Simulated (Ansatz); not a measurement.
`CC[N]([AlH2])[SiH3]` + HI → `[SiH3]I` + `CC[NH][AlH2]` at 600 K and 1 bar (ligand exchange at the Si–N bond).

Gas-phase electronic energies from Ansatz, PBE0-D4/def2-TZVP geometries. CBS: MP2 limit from def2 TZ/QZ plus the TZ coupled-cluster correction, frozen cores. def2 core potentials past Kr. For I outer-core shells are correlated without core-valence functions, which leaves a few kJ/mol of doubt a bond. Each species was taken in one conformer, which may not be the lowest.

| species | CCSD(T)/CBS energy (Eh) | H − E (kJ/mol) | S (J/(mol·K)) |
| --- | --- | --- | --- |
| `CC[N]([AlH2])[SiH3]` | -667.95241 | 371.8 | 499.1 |
| HI | -298.03592 | 31.6 | 227.0 |
| `[SiH3]I` | -588.34840 | 98.3 | 316.4 |
| `CC[NH][AlH2]` | -377.65408 | 312.5 | 414.9 |

H − E and S are ideal-gas, rigid-rotor, harmonic terms from PBE0-D4/def2-TZVP, for one conformer and one mirror image of each species. 1 Eh = 2625.50 kJ/mol, R = 8.31446 J/(mol·K).

Problem. By hand: ΔE, ΔH, ΔS and ΔG.

Solution. ΔE = (-588.34840) + (-377.65408) − (-667.95241) − (-298.03592) = -0.01415 Eh = -37.2 kJ/mol. Δ(H − E) = 98.3 + 312.5 − 371.8 − 31.6 = 7.4, so ΔH = -29.8 kJ/mol. ΔS = 316.4 + 414.9 − 499.1 − 227.0 = 5.2 J/(mol·K). ΔG = -29.8 − 600 × (5.2)/1000 = -32.9 kJ/mol.

Problem. By hand: the equilibrium constant, and the temperature at which ΔG would vanish if ΔH and ΔS stayed fixed.

Solution. log₁₀ K = −ΔG/(RT ln 10) = 2.9. ΔH and −TΔS have one sign here, so there is no such temperature. One of them is within its doubt of zero, so this could turn.

The number of gas molecules stays the same, so ΔS is small and ΔH decides. A doubt of 5 kJ/mol in ΔE shifts log₁₀ K by 0.4 here. Other conformers and mirror images would add mixing entropy, several J/(mol·K) or more a flexible species. Modes under 60 cm⁻¹, often nearly free rotors, make the harmonic entropy too high. These are equilibria of isolated gas molecules and say nothing of rates. Largest T1 diagnostic: 0.012 (customary marks: 0.02 for closed shells, 0.045 for open ones).
